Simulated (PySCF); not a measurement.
AsF3, charge +1, doublet, at a GFN2-xTB geometry (a state made from the parent by changing its charge; the spin is typed, not shown lowest); PySCF with R2SCAN/STO-3G.

PySCF was given this input:
```python
from pyscf import gto, scf, dft

mol = gto.Mole()
mol.atom = '''
    F    -0.863835   -1.205211   -0.444522
    As    0.010843   -0.004813    0.371182
    F     1.460239   -0.125053   -0.498407
    F    -0.636160    1.347910   -0.418070
'''
mol.basis = 'sto-3g'
mol.charge = 1
mol.spin = 1
mol.verbose = 4
mol.build()

mf = dft.UKS(mol)
mf.xc = 'r2scan'
mf.diis = False
mf.damp = 0.3
mf.diis_start_cycle = 200
mf.max_cycle = 150
mf.kernel()
mf.analyze()
```

**Question.** Predict the main parts of the log of this PySCF run.

**Answer.** 
```
PySCF version 2.14.0

[INPUT] verbose = 4
[INPUT] num. atoms = 4
[INPUT] num. electrons = 59
[INPUT] charge = 1
[INPUT] spin (= nelec alpha-beta = 2S) = 1
[INPUT] symmetry False subgroup None
[INPUT] Mole.unit = angstrom
[INPUT] Symbol           X                Y                Z      unit          X                Y                Z       unit  Magmom
[...]
nuclear repulsion = 328.412487094465
number of shells = 17
number of NR pGTOs = 99
number of NR cGTOs = 33
basis = sto-3g
ecp = {}

******** <class 'pyscf.dft.uks.UKS'> ********
method = UKS
initial guess = minao
damping factor = 0.3
level_shift factor = 0
DIIS disabled
SCF conv_tol = 1e-09
SCF conv_tol_grad = None
SCF max_cycles = 150
direct_scf = True
direct_scf_tol = 1e-13
number electrons alpha = 30  beta = 29
XC library pyscf.dft.libxc version 7.1.2
    S. Lehtola, C. Steigemann, M. J. T. Oliveira, and M. A. L. Marques,  SoftwareX 7, 1–5 (2018)
XC functionals = r2scan
    J. W. Furness, A. D. Kaplan, J. Ning, J. P. Perdew, and J. Sun,  J. Phys. Chem. Lett. 11, 8208–8215 (2020)
    J. W. Furness, A. D. Kaplan, J. Ning, J. P. Perdew, and J. Sun,  J. Phys. Chem. Lett. 11, 9248–9248 (2020)
    J. W. Furness, A. D. Kaplan, J. Ning, J. P. Perdew, and J. Sun,  J. Phys. Chem. Lett. 11, 8208–8215 (2020)
    J. W. Furness, A. D. Kaplan, J. Ning, J. P. Perdew, and J. Sun,  J. Phys. Chem. Lett. 11, 9248–9248 (2020)
radial grids:
    Treutler-Ahlrichs [JCP 102, 346 (1995); DOI:10.1063/1.469408] (M4) radial grids

becke partition: Becke, JCP 88, 2547 (1988); DOI:10.1063/1.454033
pruning grids: <function nwchem_prune>
grids dens level: 3
symmetrized grids: False
atomic radii adjust function: <function treutler_atomic_radii_adjust>
small_rho_cutoff = 0
Set gradient conv threshold to 3.16228e-05
tot grids = 63216
init E= -2503.47390032482

cycle= 1 E= -2505.44248356386  delta_E= -1.97  |g|= 0.253  |ddm|= 1.98
cycle= 2 E= -2505.4594965621  delta_E= -0.017  |g|= 0.214  |ddm|= 0.761
cycle= 3 E= -2505.46665087605  delta_E= -0.00715  |g|= 0.183  |ddm|= 0.672
cycle= 4 E= -2505.47305093528  delta_E= -0.0064  |g|= 0.17  |ddm|= 0.608
cycle= 5 E= -2505.47742512886  delta_E= -0.00437  |g|= 0.15  |ddm|= 0.546
cycle= 6 E= -2505.4814840631  delta_E= -0.00406  |g|= 0.138  |ddm|= 0.495
cycle= 7 E= -2505.48436078709  delta_E= -0.00288  |g|= 0.123  |ddm|= 0.446
cycle= 8 E= -2505.48694730967  delta_E= -0.00259  |g|= 0.113  |ddm|= 0.405
cycle= 9 E= -2505.48876392155  delta_E= -0.00182  |g|= 0.102  |ddm|= 0.367
cycle= 10 E= -2505.48926354601  delta_E= -0.0005  |g|= 0.101  |ddm|= 0.346
cycle= 11 E= -2505.48643387879  delta_E= 0.00283  |g|= 0.112  |ddm|= 0.371
cycle= 12 E= -2505.42558778948  delta_E= 0.0608  |g|= 0.311  |ddm|= 0.708
cycle= 13 E= -2505.30392445185  delta_E= 0.122  |g|= 0.442  |ddm|= 1.26
cycle= 14 E= -2504.202327503  delta_E=  1.1  |g|= 1.45  |ddm|= 2.28
cycle= 15 E= -2503.87449181952  delta_E= 0.328  |g|= 1.29  |ddm|= 3.23
cycle= 16 E= -2501.89946928938  delta_E= 1.98  |g|= 2.37  |ddm|= 4.04
cycle= 17 E= -2503.02460049827  delta_E= -1.13  |g|=  1.6  |ddm|= 4.29
cycle= 18 E= -2503.68136933639  delta_E= -0.657  |g|= 1.42  |ddm|= 4.07
cycle= 19 E= -2503.66582709756  delta_E= 0.0155  |g|= 1.37  |ddm|= 3.84
cycle= 20 E= -2501.88505652599  delta_E= 1.78  |g|= 2.35  |ddm|= 4.11
cycle= 21 E= -2503.16383010483  delta_E= -1.28  |g|= 1.51  |ddm|= 4.29
cycle= 22 E= -2503.66675351053  delta_E= -0.503  |g|= 1.43  |ddm|= 4.06
cycle= 23 E= -2503.57925194916  delta_E= 0.0875  |g|= 1.41  |ddm|= 3.86
cycle= 24 E= -2501.87450623168  delta_E=  1.7  |g|= 2.34  |ddm|= 4.14
cycle= 25 E= -2503.22155839007  delta_E= -1.35  |g|= 1.48  |ddm|=  4.3
cycle= 26 E= -2503.66221066514  delta_E= -0.441  |g|= 1.44  |ddm|= 4.05
cycle= 27 E= -2503.54230106541  delta_E= 0.12  |g|= 1.43  |ddm|= 3.87
cycle= 28 E= -2501.86297462821  delta_E= 1.68  |g|= 2.34  |ddm|= 4.15
cycle= 29 E= -2503.24294580766  delta_E= -1.38  |g|= 1.46  |ddm|=  4.3
cycle= 30 E= -2503.66401257767  delta_E= -0.421  |g|= 1.44  |ddm|= 4.05
cycle= 31 E= -2503.5287514548  delta_E= 0.135  |g|= 1.43  |ddm|= 3.87
cycle= 32 E= -2501.85299619124  delta_E= 1.68  |g|= 2.34  |ddm|= 4.16
cycle= 33 E= -2503.25054927955  delta_E= -1.4  |g|= 1.46  |ddm|=  4.3
cycle= 34 E= -2503.66782774849  delta_E= -0.417  |g|= 1.44  |ddm|= 4.05
cycle= 35 E= -2503.52442550307  delta_E= 0.143  |g|= 1.44  |ddm|= 3.87
cycle= 36 E= -2501.84472841793  delta_E= 1.68  |g|= 2.35  |ddm|= 4.16
cycle= 37 E= -2503.25301688302  delta_E= -1.41  |g|= 1.45  |ddm|= 4.31
cycle= 38 E= -2503.67176914849  delta_E= -0.419  |g|= 1.44  |ddm|= 4.04
cycle= 39 E= -2503.52345913034  delta_E= 0.148  |g|= 1.44  |ddm|= 3.87
cycle= 40 E= -2501.83799452313  delta_E= 1.69  |g|= 2.35  |ddm|= 4.16
cycle= 41 E= -2503.25361722928  delta_E= -1.42  |g|= 1.45  |ddm|= 4.31
cycle= 42 E= -2503.67523953167  delta_E= -0.422  |g|= 1.43  |ddm|= 4.04
cycle= 43 E= -2503.52362593071  delta_E= 0.152  |g|= 1.44  |ddm|= 3.87
cycle= 44 E= -2501.83256808152  delta_E= 1.69  |g|= 2.35  |ddm|= 4.16
cycle= 45 E= -2503.25357775021  delta_E= -1.42  |g|= 1.45  |ddm|= 4.31
cycle= 46 E= -2503.67812168944  delta_E= -0.425  |g|= 1.43  |ddm|= 4.04
cycle= 47 E= -2503.5241110835  delta_E= 0.154  |g|= 1.44  |ddm|= 3.87
cycle= 48 E= -2501.82822586644  delta_E=  1.7  |g|= 2.35  |ddm|= 4.16
cycle= 49 E= -2503.25335101822  delta_E= -1.43  |g|= 1.45  |ddm|= 4.31
cycle= 50 E= -2503.68045529894  delta_E= -0.427  |g|= 1.43  |ddm|= 4.04
cycle= 51 E= -2503.52462923012  delta_E= 0.156  |g|= 1.44  |ddm|= 3.87
cycle= 52 E= -2501.82476754625  delta_E=  1.7  |g|= 2.35  |ddm|= 4.16
cycle= 53 E= -2503.25309745983  delta_E= -1.43  |g|= 1.45  |ddm|= 4.31
cycle= 54 E= -2503.68232182252  delta_E= -0.429  |g|= 1.43  |ddm|= 4.04
cycle= 55 E= -2503.52509030314  delta_E= 0.157  |g|= 1.44  |ddm|= 3.87
cycle= 56 E= -2501.82202209641  delta_E=  1.7  |g|= 2.35  |ddm|= 4.16
cycle= 57 E= -2503.25286882473  delta_E= -1.43  |g|= 1.45  |ddm|= 4.31
cycle= 58 E= -2503.68380528827  delta_E= -0.431  |g|= 1.43  |ddm|= 4.04
[...]
cycle= 106 E= -2503.6890419812  delta_E= -0.437  |g|= 1.42  |ddm|= 4.04
cycle= 107 E= -2503.52688070125  delta_E= 0.162  |g|= 1.44  |ddm|= 3.87
cycle= 108 E= -2501.81218980353  delta_E= 1.71  |g|= 2.36  |ddm|= 4.16
cycle= 109 E= -2503.25197645531  delta_E= -1.44  |g|= 1.45  |ddm|= 4.31
cycle= 110 E= -2503.68910884923  delta_E= -0.437  |g|= 1.42  |ddm|= 4.04
cycle= 111 E= -2503.52689883519  delta_E= 0.162  |g|= 1.44  |ddm|= 3.87
cycle= 112 E= -2501.8120920522  delta_E= 1.71  |g|= 2.36  |ddm|= 4.16
cycle= 113 E= -2503.2519674342  delta_E= -1.44  |g|= 1.45  |ddm|= 4.31
cycle= 114 E= -2503.68916143219  delta_E= -0.437  |g|= 1.42  |ddm|= 4.04
cycle= 115 E= -2503.52691309626  delta_E= 0.162  |g|= 1.44  |ddm|= 3.87
cycle= 116 E= -2501.81201518318  delta_E= 1.71  |g|= 2.36  |ddm|= 4.16
cycle= 117 E= -2503.2519603402  delta_E= -1.44  |g|= 1.45  |ddm|= 4.31
cycle= 118 E= -2503.68920277969  delta_E= -0.437  |g|= 1.42  |ddm|= 4.04
cycle= 119 E= -2503.52692431084  delta_E= 0.162  |g|= 1.44  |ddm|= 3.87
cycle= 120 E= -2501.81195473864  delta_E= 1.71  |g|= 2.36  |ddm|= 4.16
cycle= 121 E= -2503.25195476194  delta_E= -1.44  |g|= 1.45  |ddm|= 4.31
cycle= 122 E= -2503.6892352911  delta_E= -0.437  |g|= 1.42  |ddm|= 4.04
cycle= 123 E= -2503.52693312922  delta_E= 0.162  |g|= 1.44  |ddm|= 3.87
cycle= 124 E= -2501.81190721113  delta_E= 1.72  |g|= 2.36  |ddm|= 4.16
cycle= 125 E= -2503.25195037574  delta_E= -1.44  |g|= 1.45  |ddm|= 4.31
cycle= 126 E= -2503.68926085391  delta_E= -0.437  |g|= 1.42  |ddm|= 4.04
cycle= 127 E= -2503.52694006314  delta_E= 0.162  |g|= 1.44  |ddm|= 3.87
cycle= 128 E= -2501.81186984152  delta_E= 1.72  |g|= 2.36  |ddm|= 4.16
cycle= 129 E= -2503.251946927  delta_E= -1.44  |g|= 1.45  |ddm|= 4.31
cycle= 130 E= -2503.68928095272  delta_E= -0.437  |g|= 1.42  |ddm|= 4.04
cycle= 131 E= -2503.52694551509  delta_E= 0.162  |g|= 1.44  |ddm|= 3.87
cycle= 132 E= -2501.81184045952  delta_E= 1.72  |g|= 2.36  |ddm|= 4.16
cycle= 133 E= -2503.2519442154  delta_E= -1.44  |g|= 1.45  |ddm|= 4.31
cycle= 134 E= -2503.68929675514  delta_E= -0.437  |g|= 1.42  |ddm|= 4.04
cycle= 135 E= -2503.52694980173  delta_E= 0.162  |g|= 1.44  |ddm|= 3.87
cycle= 136 E= -2501.81181735828  delta_E= 1.72  |g|= 2.36  |ddm|= 4.16
cycle= 137 E= -2503.25194208345  delta_E= -1.44  |g|= 1.45  |ddm|= 4.31
cycle= 138 E= -2503.68930917938  delta_E= -0.437  |g|= 1.42  |ddm|= 4.04
cycle= 139 E= -2503.52695317205  delta_E= 0.162  |g|= 1.44  |ddm|= 3.87
cycle= 140 E= -2501.81179919549  delta_E= 1.72  |g|= 2.36  |ddm|= 4.16
cycle= 141 E= -2503.25194040723  delta_E= -1.44  |g|= 1.45  |ddm|= 4.31
cycle= 142 E= -2503.68931894751  delta_E= -0.437  |g|= 1.42  |ddm|= 4.04
cycle= 143 E= -2503.52695582187  delta_E= 0.162  |g|= 1.44  |ddm|= 3.87
cycle= 144 E= -2501.81178491564  delta_E= 1.72  |g|= 2.36  |ddm|= 4.16
cycle= 145 E= -2503.25193908938  delta_E= -1.44  |g|= 1.45  |ddm|= 4.31
cycle= 146 E= -2503.68932662729  delta_E= -0.437  |g|= 1.42  |ddm|= 4.04
cycle= 147 E= -2503.52695790522  delta_E= 0.162  |g|= 1.44  |ddm|= 3.87
cycle= 148 E= -2501.81177368869  delta_E= 1.72  |g|= 2.36  |ddm|= 4.16
cycle= 149 E= -2503.25193805326  delta_E= -1.44  |g|= 1.45  |ddm|= 4.31
cycle= 150 E= -2503.68933266514  delta_E= -0.437  |g|= 1.42  |ddm|= 4.04
SCF not converged.
SCF energy = -2503.68933266514 after 150 cycles  <S^2> = 0.75051934  2S+1 = 2.0005193
**** SCF Summaries ****
Total Energy =                       -2503.689332665136590
Nuclear Repulsion Energy =             328.412487094464609
One-electron Energy =                -4146.363187789557742
Two-electron Energy =                 1314.261368029956429
Two-electron Coulomb Energy =         1429.458917494657044
DFT Exchange-Correlation Energy =     -115.197549464700515
**** MO energy ****
                             alpha | beta                alpha | beta
[...]
To work with the spin densities directly, `use mulliken_meta_spin()` only printing them here.

 ** Mulliken spin pop alpha/beta on meta-lowdin orthogonal AOs **
 ** Mulliken Spin Density (per AO)  **
spin_pop of  0 F 1s        0.00000
spin_pop of  0 F 2s        0.00688
spin_pop of  0 F 2px       0.01058
spin_pop of  0 F 2py       0.01921
spin_pop of  0 F 2pz       0.00963
spin_pop of  1 As 1s        0.00000
spin_pop of  1 As 2s        0.00000
spin_pop of  1 As 3s        0.00000
spin_pop of  1 As 4s        0.01243
spin_pop of  1 As 2px       0.00000
spin_pop of  1 As 2py       0.00000
spin_pop of  1 As 2pz       0.00000
spin_pop of  1 As 3px       0.00006
spin_pop of  1 As 3py       0.00006
spin_pop of  1 As 3pz       0.00000
spin_pop of  1 As 4px       0.04651
spin_pop of  1 As 4py       0.06109
spin_pop of  1 As 4pz       0.00418
spin_pop of  1 As 3dxy      0.00288
spin_pop of  1 As 3dyz      0.00011
spin_pop of  1 As 3dz^2     0.00062
spin_pop of  1 As 3dxz      0.00067
spin_pop of  1 As 3dx2-y2   -0.00003
spin_pop of  2 F 1s       -0.00000
spin_pop of  2 F 2s        0.00125
spin_pop of  2 F 2px       0.08339
spin_pop of  2 F 2py       0.51488
spin_pop of  2 F 2pz       0.21837
spin_pop of  3 F 1s       -0.00000
spin_pop of  3 F 2s        0.00163
spin_pop of  3 F 2px       0.00175
spin_pop of  3 F 2py       0.00295
spin_pop of  3 F 2pz       0.00089
 ** Mulliken Spin Density (per atom)  **
spin density of  0 F =      0.04631
spin density of  1 As =      0.12859
spin density of  2 F =      0.81789
spin density of  3 F =      0.00721
 ** Mulliken pop alpha/beta on meta-lowdin orthogonal AOs **
 ** Mulliken pop       alpha | beta **
[...]
In total            30.00000 | 29.00000
 ** Mulliken atomic charges   ( Nelec_alpha | Nelec_beta ) **
charge of  0F =     -0.66638  (     4.85634      4.81003 )
charge of  1As =      0.93630  (    16.09615     15.96755 )
charge of  2F =      1.62204  (     4.09793      3.28004 )
charge of  3F =     -0.89196  (     4.94958      4.94238 )

WARN: System has nonzero charge 1; the dipole moment is origin-dependent.
Location of origin: [0. 0. 0.]

Dipole moment(X, Y, Z, Debye): 18.15194, -3.86387,  0.40873
```

Convergence was not reached.
